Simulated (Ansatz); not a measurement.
The Mg1–H2 bond of FHMg (SMILES [F][MgH]) is stretched (multiplicity 1, the rest rigid).
Geometry at rest (charge 0, multiplicity 1):
```csv
atom,x (Å),y (Å),z (Å)
Mg,0.0000,0.0000,-0.6440
H,0.0000,0.0000,-2.3255
F,0.0000,0.0000,1.1170
```

Correlated levels freeze the cores.

Programs: Ansatz (Gaussian basis) for Hartree–Fock, density functionals and correlated methods. Values without a source in brackets are computed.

FIC-MRCISD+Q on CASSCF(2,2)/def2-TZVPPD, total energies (hartree):

```tsv
R (Å)	CASSCF	MRCISD	weight c² of the reference
1.682	-299.738887	-300.020743	0.94364
2.943	-299.672045	-299.943977	0.94720
5.381	-299.643675	-299.910984	0.94980
```

### Question
Add the Davidson correction (E_MRCISD − E_CASSCF)(1 − c²)/c² and give the energies above the first point at the three levels.

### Answer

Corrections (hartree): -0.016833, -0.015159, -0.014129. Above the first point (kcal/mol):
- R = 2.943 Å: CASSCF 41.9, MRCISD 48.2, with the correction 49.2
- R = 5.381 Å: CASSCF 59.7, MRCISD 68.9, with the correction 70.6

Ansatz is a program for electronic structure.
